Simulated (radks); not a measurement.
Question: Species: B III. Configuration: [He] 2s1. Calculated with a radial shooting solver on a logarithmic mesh with Libxc functionals: non-relativistic Kohn-Sham, exchange-only B88, spin-polarised, spherical densities, point nucleus; open shells are filled with parallel spins first. Some entries of the table are withheld. Estimate them.

orbital,occ.,eigenvalue (eV),r(max) (bohr)
1s up,1,(1),(2)
1s down,1,(3),(4)
2s up,1,-32.2993,(5)

Answer: 
(1) 1s up eigenvalue (eV): -210.6261
(2) 1s up r(max) (bohr): 0.2100
(3) 1s down eigenvalue (eV): -209.8480
(4) 1s down r(max) (bohr): 0.2102
(5) 2s up r(max) (bohr): 1.364
